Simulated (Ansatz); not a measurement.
Basis-set extrapolation for `C[SiH](O)[SiH](O)O` (PBE0-D4/def2-TZVP geometry, frozen core, Ansatz). Multiplicity 1, RHF reference.

```
                      def2-TZVPP   def2-QZVPP
                 HF  -845.288124  -845.319609
    MP2 correlation    -1.142007    -1.232400
CCSD(T) correlation    -1.228521      not run
```

Energies in hartree. Use E(X) = E(∞) + A·exp(−7.88·√X) for Hartree–Fock and E(X) = E(∞) + B·X^(−2.97) for correlation, with X = 3 and 4, and add CCSD(T) minus MP2 of the smaller set to the MP2 limit.

Task: What is the CCSD(T) energy at the basis-set limit?

Result: HF limit: -845.319609 + (-0.031485) × 0.13774 = -845.32395. MP2 limit: -1.232400 + (-0.090393) × 0.74074 = -1.29936. Higher-order term: -1.228521 − (-1.142007) = -0.08651. Total: -846.70982 hartree, 507.2 kJ/mol below CCSD(T)/def2-TZVPP.
